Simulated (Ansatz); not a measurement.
Relaxation of Cl₂FHSi (5 atoms, charge 0, multiplicity 1), to a largest force component of 0.03 eV/Å in at most 50 steps.

Computed with Ansatz, RKS PBE0-D4/cc-pVDZ.

```xyz
5
Properties=species:S:1:pos:R:3:forces:R:3
Si -0.771 0.013 0.186 -0.09 -0.05 -0.05
H 1.412 -0.018 1.712 0.91 -0.01 -0.59
Cl 2.478 -0.021 0.909 -0.85 0.01 0.63
Cl -1.110 1.677 -1.052 0.02 0.01 -0.01
F -0.835 -1.210 -0.923 0.01 0.03 0.03
```

Where does it end, and by what steps?

The run converged. The force dipped under the threshold on the way, but the program's further checks kept it going. After 26 steps the energy has fallen by 0.118 eV; Cl3 moved furthest, 0.75 Å.

| step | energy less start (eV) | largest force component (eV/Å) | accepted |
| --- | --- | --- | --- |
| 0 | 0.0000 | 0.914 | yes |
| 1 | -0.0283 | 0.723 | yes |
| 2 | 0.0061 | 1.643 | no |
| 3 | -0.0445 | 0.503 | yes |
| 4 | -0.0595 | 0.246 | yes |
| 5 | -0.0732 | 0.450 | yes |
| 6 | -0.0870 | 0.192 | yes |
| 7 | -0.0924 | 0.837 | yes |
| 8 | -0.1039 | 0.426 | yes |
| 9 | -0.1004 | 0.388 | no |
| 10 | -0.1102 | 0.174 | yes |
| 11 | -0.1126 | 0.039 | yes |
| 12 | -0.1129 | 0.018 | yes |
| 13 | -0.1130 | 0.025 | yes |
| 14 | -0.0644 | 1.445 | no |
| 15 | -0.1106 | 0.435 | no |
| 16 | -0.1133 | 0.116 | yes |
| 17 | -0.1137 | 0.143 | yes |
| 18 | -0.1143 | 0.122 | yes |
| 19 | -0.1060 | 0.611 | no |
| 20 | -0.1156 | 0.014 | yes |
| 21 | -0.1156 | 0.211 | no |
| 22 | -0.1160 | 0.038 | yes |
| 23 | -0.1165 | 0.134 | yes |
| 24 | -0.1171 | 0.146 | yes |
| 25 | -0.1158 | 0.257 | no |
| 26 | -0.1183 | 0.029 | yes |

```xyz
5
Properties=species:S:1:pos:R:3
Si -1.082 0.043 0.165
H 1.956 -0.413 1.845
Cl 1.867 0.413 0.851
Cl -0.888 1.632 -1.225
F -0.677 -1.235 -0.805
```

Run time: 82 s on 1 thread of Arm Neoverse V1, with other jobs on the host, peak memory 0.15 GiB.
